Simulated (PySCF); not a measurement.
A structure optimised at PBE-D3(BJ)/def2-SVP, used in a PySCF frequency run:

```
C
H 1 1.1110
H 1 1.1118 2 105.49
C 1 1.5137 2 105.27 3 114.61
H 4 1.1097 1 112.17 2 77.06
C 4 1.5050 5 112.47 1 134.38
H 6 1.1071 4 111.67 5 177.61
H 6 1.1085 7 109.67 4 125.20
H 6 1.1086 7 108.23 8 116.02
C 1 1.5483 2 108.75 3 -119.20
H 10 1.1105 1 104.75 2 63.21
C 10 1.5334 11 107.79 1 120.28
H 12 1.1076 10 110.85 11 59.11
H 12 1.1080 13 107.43 10 122.07
H 12 1.1116 13 106.62 14 115.31
C 10 1.5414 11 106.24 1 -120.34
H 16 1.1081 10 111.48 11 -51.84
H 16 1.1118 17 105.84 10 -123.55
H 16 1.1235 17 101.98 18 -116.01
O 4 1.5803 5 103.46 6 113.68
H 20 0.9852 4 113.02 5 -49.36
H 20 1.0101 21 109.65 4 -120.97
```
Charge +1, spin multiplicity 1.

Question: Write its SMILES and formula.

Answer: CC(C)CC(C)[OH2+], C6H15O

Question: What are its rotational constants (standard atomic weights)?

Answer: 3.7630, 1.6435, 1.3614 GHz
